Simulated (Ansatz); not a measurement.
C3H12BNOSi (SMILES CB(O[SiH3])N(C)C), singlet, at a GFN2-xTB geometry, with bond 3-2 at 2.4 times its length; Ansatz (a quantum-chemistry and plane-wave program) with CASSCF(2,2)/STO-3G.

Input for Ansatz:
Ansatz 0.2 input:
```yaml
crystal:
  periodic: [false, false, false]
  atoms:
    - {symbol: B, position_ang: [0.20258545, 0.49770903, 0.05887000]}
    - {symbol: C, position_ang: [0.99639569, 1.80543966, -0.40862246]}
    - {symbol: H, position_ang: [3.04509250, 2.30162072, 1.13251889]}
    - {symbol: H, position_ang: [0.36275213, 2.68981861, -0.39815673]}
    - {symbol: H, position_ang: [1.37237613, 1.68600055, -1.42122191]}
    - {symbol: N, position_ang: [-0.38109270, 0.40071835, 1.33007767]}
    - {symbol: C, position_ang: [-0.34401172, 1.42790448, 2.34344117]}
    - {symbol: C, position_ang: [-1.10441323, -0.77181950, 1.77103299]}
    - {symbol: H, position_ang: [-1.35996968, 1.73911859, 2.60948181]}
    - {symbol: H, position_ang: [0.14355536, 1.05310910, 3.24986870]}
    - {symbol: H, position_ang: [0.20374505, 2.29229483, 1.98329432]}
    - {symbol: H, position_ang: [-0.63577934, -1.19770429, 2.66435257]}
    - {symbol: H, position_ang: [-2.14001843, -0.51371361, 2.01605540]}
    - {symbol: H, position_ang: [-1.10126610, -1.51520831, 0.97916703]}
    - {symbol: O, position_ang: [0.07664865, -0.55731105, -0.77701727]}
    - {symbol: Si, position_ang: [0.28925018, -1.35934121, -2.14190965]}
    - {symbol: H, position_ang: [-1.05104542, -1.79031590, -2.54683477]}
    - {symbol: H, position_ang: [1.16067496, -2.48956481, -1.81160373]}
    - {symbol: H, position_ang: [0.89916133, -0.53947253, -3.19505305]}
basis:
  gaussian:
    orbitals: STO-3G
hamiltonian:
  xc: hf
magnetization: {spin_polarized: false}
correlation: {active_space: {window: {electrons: 2, orbitals: 2}}}
```

### Question
Write the output that Ansatz gives for this input, abridged.

### Answer

```
Functional definition: HF
684 factors; integrals over basis functions are off by at most 8.2e-5 eV
mean field evaluation 1: about -15139.8003 eV, gradient 2.9e1 eV
mean field evaluation 2: about -15140.1211 eV, gradient 2.9e1 eV
mean field evaluation 4: about -15144.3274 eV, gradient 5.8e0 eV
mean field evaluation 8: about -15144.4949 eV, gradient 4.7e-2 eV
mean field -15144.49156985 eV, -556.5497998870 hartree, gradient 1.2e-6 eV, S^2 0.000000; 0 other end points of the search recorded, 0 dependent functions left out
reference -15144.49156985 eV, -556.5497998870 hartree; 32, 32 occupied and 19, 19 virtual orbitals, 684 factors
state -15149.31124284 eV, -556.7269196023 hartree
Total energy: -15149.31124284 eV, -556.7269196023 hartree
```
